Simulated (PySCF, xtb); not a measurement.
CBrF2, SMILES F[C](F)Br (connectivity only; charge and spin as stated), charge +1, multiplicity 1.

Harmonic wavenumbers (cm⁻¹) from xtb with GFN2-xTB at its own minimum, in rising order: 314, 379, 509, 663, 1293, 1430.

What does PySCF with PBE-D3(BJ)/def2-SVP give at its own minimum? (The exact figures need the calculation; the answer reports its results.)

351, 416, 611, 733, 1354, 1494. Paired by order, the mean absolute difference is 62 cm⁻¹ and the zero-point energies are 6.6 and 7.1 kcal/mol.
